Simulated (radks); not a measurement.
Problem. Excited configurations of neutral lanthanum: one electron is placed in a higher orbital outside [Xe] 5d2. The ground configuration is [Xe] 5d1 6s2. All-electron calculation, Dirac Kohn-Sham, LDA (Slater exchange, Perdew-Wang correlation), spin-unpolarised, spherical densities, finite nucleus; open shells fill j = l - 1/2 first; Fermi nuclear charge, rms radius 4.855 fm. Program: a radial shooting solver on a logarithmic mesh with Libxc functionals. Excitation = E - E(ground); binding = E(ion) - E, where the ion is the core of charge +1; n* = 1/sqrt(2 binding) in atomic units, and the quantum defect is n - n*.

| outer orbital | excitation (eV) | binding (eV) | n* | quantum defect | eigenvalue (eV) | <r> (bohr) |
|---|---|---|---|---|---|---|
| 6p1/2 | 2.829 | 3.358 | 2.013 | 3.987 | -1.715 | 5.984 |
| 6f5/2 | 5.539 | 0.648 | 4.583 | 1.417 | -0.371 | 28.60 |
| 7d3/2 | 5.276 | 0.911 | 3.865 | 3.135 | -0.533 | 21.69 |

Estimate the row for 6s1/2.

Solution. excitation (eV) 0.744; binding (eV) 5.443; n* 1.581; quantum defect 4.419; eigenvalue (eV) -3.272; <r> (bohr) 4.569. The Delta-SCF ionisation energy is 6.187 eV (NIST Atomic Spectra Database: 5.577 eV, measured). Self-interaction in the functional shifts the binding energies and quantum defects, so they are the method's values and not measured ones. Spin polarisation and multiplet splitting are left out, so open shells lie too high by an amount that depends on their filling.

Beside tabulated values, note that spin-unpolarised runs miss the spin-polarisation part of the exchange energy of open shells.
